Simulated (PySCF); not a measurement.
Species: CH10O2Si4.
Bonds: O1–C2 (double), C2–O3, O3–Si4, Si4–Si5, Si5–Si6, Si6–Si7. Hydrogens: H8 on C2; H9, H10 on Si4; H11, H12 on Si5; H13, H14 on Si6; H15, H16, H17 on Si7.

Computed, not measured: PBE0-D3(BJ)/def2-SVP geometry optimisation, gas phase (PySCF 2.14.0).

**Question.** What internal coordinates does the optimisation give?

**Answer.** 
```
                     bond  length (Å)   order
                    O1=C2       1.204  double
                    C2–O3       1.319  single
                   O3–Si4       1.734  single
                  Si4–Si5       2.342  single
                  Si5–Si6       2.346  single
                  Si6–Si7       2.350  single
                    C2–H8       1.110  single
          Si4–H9, Si4–H10       1.491  single
         Si5–H11, Si5–H12       1.498  single
         Si6–H13, Si6–H14       1.496  single
Si7–H15, Si7–H16, Si7–H17       1.496  single
```

Bonds in one row agree within 0.01 Å and their mean is given. Orders are formal, as drawn. A selection of angles:
```
      angle  degrees
   O1–C2–O3    125.9
   O1–C2–H8    123.1
   O3–C2–H8    111.0
  C2–O3–Si4    125.0
 O3–Si4–Si5    111.9
  O3–Si4–H9    103.2
 O3–Si4–H10    105.9
 Si5–Si4–H9    113.8
 H9–Si4–H10    108.8
Si4–Si5–Si6    111.9
Si4–Si5–H11    108.3
Si4–Si5–H12    105.4
Si6–Si5–H11    111.7
H11–Si5–H12    107.8
Si5–Si6–Si7    111.4
Si5–Si6–H13    109.4
Si7–Si6–H13    110.6
Si7–Si6–H14    108.1
H13–Si6–H14    108.1
Si6–Si7–H15    109.8
Si6–Si7–H16    111.5
H15–Si7–H16    107.6
H15–Si7–H17    108.5
```

Dihedral angles: O1–C2–O3–Si4 -1° (synperiplanar); C2–O3–Si4–Si5 -17° (synperiplanar); O3–Si4–Si5–Si6 66° (synclinal); Si4–Si5–Si6–Si7 13° (synperiplanar). The mirror-image conformer, all signs reversed, is as good.

Si7 (SiH3 silicon) is tetrahedral (angles from 107.6° to 111.5°). Si4 (oxygen-bound silicon) is distorted tetrahedral (angles from 103.2° to 113.8°). The C–O distances run from 1.204 Å (O1=C2, drawn double) to 1.319 Å (C2–O3, drawn single), a spread of 0.115 Å. Si5 (SiH2 silicon) is distorted tetrahedral (angles from 105.4° to 111.9°). Si6 (SiH2 silicon) is tetrahedral (angles from 108.1° to 111.4°). Of the pairs four or more bonds apart, O1···Si5 is among the closest relative to their van der Waals radii: 3.04 Å, 84 % of the sum of Bondi's values.

Point group: C1 (no symmetry element, even within 0.4 Å). Stationary, but not proved a minimum. One conformer, not necessarily the lowest.
